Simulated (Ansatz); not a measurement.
The first iterations of a band of H6SeSiSn (9 atoms, charge 0, multiplicity 1).

These are results of RKS B3LYP/def2-SVP (Ansatz 0.2.0), not measurements.

```
movable images  : 9
climbing image  : yes
spring          : 5.0 eV/Å²
optimiser       : quadratic models (default)
start path      : IDPP
force threshold : 0.03 eV/Å
iteration limit : 32
end points      : relaxed
```

Image 0:

```xyz
9
Properties=species:S:1:pos:R:3
Si -0.864 1.208 -1.071
Se 1.319 0.520 -0.845
Sn 0.952 -1.203 1.037
H -1.762 0.081 -1.457
H -0.860 2.234 -2.150
H -1.388 1.810 0.189
H 2.510 -1.847 1.355
H -0.128 -2.429 0.499
H 0.309 -0.419 2.425
```

Image 10:

```xyz
9
Properties=species:S:1:pos:R:3
Si -0.271 1.704 -0.613
Se 0.363 -0.281 -1.584
Sn 0.310 -1.742 0.540
H -1.625 1.609 0.007
H -0.296 2.708 -1.713
H 0.695 2.139 0.438
H 1.443 -1.140 1.686
H 0.744 -3.314 0.008
H -1.273 -1.729 1.213
```

| iteration | highest image above the first end (eV) | largest band force component (eV/Å) |
| --- | --- | --- |
| 1 | 0.210 | 1.220 |
| 2 | 0.064 | 0.460 |

Task: Does the band converge within its limit, and where does its top end?

Result: The run converged. It ended after 6 iterations with the highest image 0.012 eV above the first end. A vibrational analysis at the climbing image gives one clearly imaginary mode, 51i cm⁻¹: a first-order saddle point.

Time of the run: 3.8 min on 2 threads of Intel(R) Xeon(R) Platinum 8375C CPU @ 2.90GHz (Ice Lake), with other jobs on the host, peak memory 0.29 GiB.
